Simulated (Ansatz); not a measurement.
`CO[Si](O)([SiH3])Cl` + H₂ → `O[SiH]([SiH3])Cl` + CH₃OH  (hydrogenolysis of the Si–O bond)

Isolated molecules relaxed with PBE0-D4/def2-TZVP in Ansatz; ΔE leaves out vibrations. CCSD(T)/CBS is the MP2 limit (def2-TZVPP, def2-QZVPP) plus CCSD(T) − MP2 in def2-TZVPP, frozen cores. This one scheme is used for every species. Functionals use def2-TZVPP. Each species was taken in one conformer, which may not be the lowest.

```
         level  ΔE (kJ/mol)
          PBE0         84.8
  HF/CBS(def2)         84.8
 MP2/CBS(def2)        107.4
CCSD/CBS(def2)         95.9
```

Task: What does CCSD(T)/CBS give? (Best estimate.)

Result: Computed: +100.2 kJ/mol. The listed levels differ from it by -15.4, -15.4, 7.2, -4.3 kJ/mol.

Largest T1 diagnostic among the species: 0.012.

In def2-TZVPP, CCSD(T) changes the Hartree–Fock value by +15.0 kJ/mol (the triples alone add +4.3 kJ/mol) and MP2 by +22.1 kJ/mol. The D4 term adds +15.2 kJ/mol with B3LYP and +8.6 kJ/mol with PBE0; it sums over pairs of atoms, weighted by their polarisabilities, and B3LYP, whose exchange is more repulsive, gets the larger term.

B3LYP here is the variant with VWN-RPA as its local correlation; programs differ in this.
